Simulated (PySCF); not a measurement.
Ionisation energy of Co⁺ by level of theory

Co⁺ [Ar] 3d8 (3F) → Co²⁺ [Ar] 3d7 (4F), as a difference of total energies. Computed with PySCF 2.14 in x2c-TZVPPall with one added diffuse shell each of s, p, d, f type (7s6p5d3f1g, 80 functions), with the spin-free X2C one-electron Hamiltonian (Gaussian nucleus). Correlated levels: valence: [Ar] frozen. The calculations carry no spin-orbit coupling.

Problem. Order these methods by the ionisation energy they give, lowest first.
A. CCSD(T) (valence)
B. UHF
C. SCS-MP2 (valence)
D. CCSD (valence)

Solution. B (14.200 eV), D (16.419 eV), A (16.585 eV), C (16.809 eV).

The reference lies between the lowest fine-structure levels, while these numbers refer to the centres of the terms.

Errors of the correlated levels include the incompleteness of this basis and the frozen core.

For comparison: 17.084 eV (measured; NIST Atomic Spectra Database, ionization energies).
